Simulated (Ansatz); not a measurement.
Q: Name a neutral molecule of C, O, Sb and H with HOMO energy (ωB97M-V/def2-TZVPP) between -9.45 and -9.15 eV and size of the dipole moment (ωB97M-V/def2-TZVPP) between 0.65 and 0.95 D (Ansatz, PBE0-D4/def2-TZVP geometry).

A: `C[O][Sb]([CH3])[O]C` (-9.27 eV, 0.92 D). Other molecules can fit too; these were computed, each in one conformer that needn't be the lowest.
